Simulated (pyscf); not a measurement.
Hydrogen shift: `[O][AlH2]` [doublet] → `[OH][AlH]` [doublet]

Gas phase, doublet surface, charge 0. Bonds broken: Al1–H3. Bonds formed: O2–H3. PySCF, gas phase, ωB97X-D3(BJ)/def2-SVP geometries. MP2 and CC: frozen core, UHF for open shells. ΔMP2 is the change of the MP2 total energy from the triple- to the quadruple-zeta basis.

Transition state (Å):

```xyz
4

Al    -0.0236     0.3816    -0.3257
O      1.5733     0.8805    -0.4786
H      1.0163     0.7019     0.9167
H     -1.3755    -0.0454    -1.0167
```

One imaginary mode, 1413i cm⁻¹; descent along it reached the two sides named.

```csv
bond,change,reactant side (Å),saddle,product side
Al1–H3,breaks,1.578,1.651,2.409
O2–H3,forms,2.8,1.513,0.960
```

Electronic energies relative to the reactant's lowest minimum found (eV):

```tsv
level	barrier	reaction energy	reverse barrier
ωB97X-D3(BJ)/def2-TZVP	0.88	-1.47	2.35
PBE/def2-TZVP	0.38	-1.70	2.08
r²SCAN/def2-TZVP	0.60	-1.60	2.20
B3LYP-D3(BJ)/def2-TZVP	0.75	-1.51	2.26
PBE0-D3(BJ)/def2-TZVP	0.69	-1.64	2.33
M06-2X/def2-TZVP	0.83	-1.73	2.56
ωB97M-D3(BJ)/def2-TZVP	0.83	-1.49	2.32
HF/def2-TZVP	1.90	-0.89	2.78
MP2/def2-QZVPP	0.90	-2.01	2.90
CCSD/def2-TZVPP	0.97	-1.54	2.51
CCSD(T)/def2-TZVPP	0.82	-1.61	2.43
CCSD(T)/def2-TZVPP + ΔMP2(QZVPP)	0.78	-1.66	2.44
```

With CCSD(T)/def2-TZVPP + ΔMP2(QZVPP) energies and thermal terms (ideal gas, 1 atm, RRHO with modes under 100 cm⁻¹ raised to 100, one conformer, R ln 2 for chiral ones without a mode under 150 cm⁻¹), in eV:

| T (K) | ΔH‡ | ΔG‡ | ΔH | ΔG |
|---|---|---|---|---|
| 298 | 0.72 | 0.71 | -1.55 | -1.57 |
| 600 | 0.71 | 0.71 | -1.55 | -1.58 |
| 900 | 0.69 | 0.72 | -1.55 | -1.60 |
| 1200 | 0.66 | 0.73 | -1.56 | -1.61 |

This is the saddle that the search found; another between the same sides may lie lower. The CCSD(T) − MP2 part came from Ansatz, without density fitting, on the same reference.
